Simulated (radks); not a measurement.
Species: Hf IV. Configuration: [Kr] 4d10 4f14 5s2 5p4 5d1 6p2 (not the ground configuration).

All-electron calculation, Dirac Kohn-Sham, B86b exchange with PBE correlation, spin-unpolarised, spherical densities, point nucleus; open shells fill j = l - 1/2 first. Program: a radial shooting solver on a logarithmic mesh with Libxc functionals.

Energy parts (eV):
total: -410730.17
kinetic: 459574.18
electron-nucleus: -1020199.15
Hartree: 158315.22
exchange-correlation: -8420.42

Orbitals (lengths in bohr, moments of r in powers of bohr; <r^-3> diverges for s and p1/2):
| orbital | occ. | eigenvalue (eV) | <r^2> | <r^-3> | small-component weight |
|---|---|---|---|---|---|
| 1s1/2 | 2 | -65249.99 | 0.0004948 | - | 7.34e-02 |
| 2s1/2 | 2 | -11186.51 | 0.007580 | - | 1.65e-02 |
| 2p1/2 | 2 | -10684.87 | 0.005432 | - | 1.66e-02 |
| 2p3/2 | 4 | -9492.631 | 0.006638 | 14850 | 1.51e-02 |
| 3s1/2 | 2 | -2580.766 | 0.04965 | - | 5.41e-03 |
| 3p1/2 | 2 | -2358.588 | 0.04569 | - | 5.35e-03 |
| 3p3/2 | 4 | -2103.057 | 0.05236 | 3320 | 4.92e-03 |
| 3d3/2 | 4 | -1727.494 | 0.04079 | 571.4 | 4.80e-03 |
| 3d5/2 | 6 | -1671.768 | 0.04262 | 490.6 | 4.68e-03 |
| 4s1/2 | 2 | -553.3297 | 0.2478 | - | 1.76e-03 |
| 4p1/2 | 2 | -462.3335 | 0.2568 | - | 1.67e-03 |
| 4p3/2 | 4 | -403.9440 | 0.2934 | 758.8 | 1.51e-03 |
| 4d3/2 | 4 | -254.5154 | 0.3245 | 113.3 | 1.31e-03 |
| 4d5/2 | 6 | -243.8271 | 0.3385 | 95.28 | 1.27e-03 |
| 5s1/2 | 2 | -107.1460 | 1.386 | - | 3.89e-04 |
| 5p1/2 | 2 | -80.4742 | 1.674 | - | 3.23e-04 |
| 5p3/2 | 2 | -71.8691 | 1.928 | 111.1 | 2.84e-04 |
| 4f5/2 | 6 | -59.2905 | 0.5444 | 16.22 | 8.56e-04 |
| 4f7/2 | 8 | -57.5191 | 0.5628 | 15.47 | 8.36e-04 |
| 5d3/2 | 1 | -36.2990 | 3.433 | 9.921 | 1.62e-04 |
| 5d5/2 | 0 | -35.3795 | 3.583 | 8.308 | 1.56e-04 |
| 6s1/2 | 0 | -31.1180 | 7.490 | - | 8.54e-05 |
| 6p1/2 | 2 | -24.4853 | 9.697 | - | 6.80e-05 |
| 6p3/2 | 0 | -22.9712 | 10.77 | 20.10 | 6.27e-05 |
| 6d3/2 | 0 | -14.1650 | 19.34 | 2.172 | 4.24e-05 |
| 6d5/2 | 0 | -13.9605 | 19.85 | 1.869 | 4.18e-05 |
| 5f5/2 | 0 | -12.2577 | 15.75 | 0.3811 | 3.65e-05 |
| 5f7/2 | 0 | -12.2177 | 15.89 | 0.3791 | 3.67e-05 |

The highest occupied level is 6p1/2 at -24.485 eV. The configuration is held as typed, so some empty levels lie below it. Summed over all electrons, <r^2> = 46.96 bohr^2, which gives a Langevin (diamagnetic) susceptibility term of -37.2 x 10^-6 cm^3/mol.
